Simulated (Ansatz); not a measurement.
Cl2MoO2 (SMILES [O]=[Mo](=[O])([Cl])[Cl]), singlet, at a GFN2-xTB geometry (such geometries of metal compounds can be far from the true shape) (core potentials on Mo); Ansatz (a quantum-chemistry and plane-wave program) with CAM-B3LYP/def2-SVP.

Ansatz was given this input:
Ansatz 0.2 input:
```yaml
crystal:
  periodic: [false, false, false]
  atoms:
    - {symbol: Mo, position_ang: [0.29866785, -0.05520649, 0.09862569]}
    - {symbol: O, position_ang: [1.45228214, -0.58789568, -0.93024970]}
    - {symbol: O, position_ang: [0.74112633, 0.18246072, 1.65455405]}
    - {symbol: Cl, position_ang: [-0.45963881, 1.80184493, -0.66346917]}
    - {symbol: Cl, position_ang: [-1.31043868, -1.47465950, 0.07895660]}
basis:
  gaussian:
    orbitals: def2-SVP
hamiltonian:
  xc: cam_b3lyp
```

What the program printed (banner, timings and long lists left out):

```
Functional definition: CAM-B3LYP
903 factors; integrals over basis functions are off by at most 7.1e-4 eV
251 factors; integrals over basis functions are off by at most 7.2e-6 eV
mean field evaluation 1: about -30972.4073 eV, gradient 8.7e1 eV
mean field evaluation 2: about -30840.7996 eV, gradient 2.7e2 eV
mean field evaluation 4: about -30986.2112 eV, gradient 5.6e0 eV
mean field evaluation 8: about -30986.4109 eV, gradient 8.3e-1 eV
mean field evaluation 16: about -30986.4126 eV, gradient 2.1e-4 eV
mean field -30986.41256933 eV, -1138.7296585780 hartree, gradient 1.7e-5 eV, S^2 0.000000; 0 other end points of the search recorded, 0 dependent functions left out
reference -30986.41271231 eV, -1138.7296638325 hartree; 32, 32 occupied and 63, 63 virtual orbitals, 903 factors
Total energy: -30986.41271231 eV, -1138.7296638325 hartree
```
